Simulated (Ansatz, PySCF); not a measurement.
This PySCF input computes a SVWN5/def2-TZVPD energy:

```python
from pyscf import gto, scf, dft

mol = gto.M(
    atom='''
    Si   -1.57618248   -0.02765166    0.53235007
    Ge    0.64526017    0.05102917   -0.21223446
    H    -1.72713899   -1.41593366   -0.07183293
    H     1.60070679   -1.13683560   -0.49696948
    H     1.54466141    1.30695885   -0.09259570
    ''',
    basis='def2-tzvpd',
    charge=0,
    spin=1,
    verbose=4,
)

mf = dft.UKS(mol, xc='svwn').density_fit(auxbasis='def2-universal-jkfit')
mf.grids.level = 3
mf.conv_tol = 1e-9
mf.max_cycle = 100
mf.max_memory = 1500
mf.kernel()
if not mf.converged:
    mf = mf.newton()
    mf.kernel(mf.make_rdm1())
for _ in range(2):
    mo, _, stable, _ = mf.stability(return_status=True)
    if stable:
        break
    mf.kernel(mf.make_rdm1(mo, mf.mo_occ))
mf.analyze()
```

### Question
Write an input for the same energy in Ansatz (a program for electronic structure) and say what it gives.

### Answer

Ansatz 0.2 input:
```yaml
crystal:
  periodic: [false, false, false]
  atoms:
    - {symbol: Si, position_ang: [-1.57618248, -0.02765166, 0.53235007]}
    - {symbol: Ge, position_ang: [0.64526017, 0.05102917, -0.21223446]}
    - {symbol: H, position_ang: [-1.72713899, -1.41593366, -0.07183293]}
    - {symbol: H, position_ang: [1.60070679, -1.13683560, -0.49696948]}
    - {symbol: H, position_ang: [1.54466141, 1.30695885, -0.09259570]}
basis:
  gaussian:
    orbitals: def2-TZVPD
hamiltonian:
  xc: {name: SVWN5}
magnetization: {spin_polarized: true, initial_magnetization: 1}
output: {forces: true}
```
It gives -2363.88935 Eh, and PySCF -2363.88941 Eh, a difference of 0.06 mEh, from the treatment of integrals and grids.

It need not be the lowest isomer of its formula.
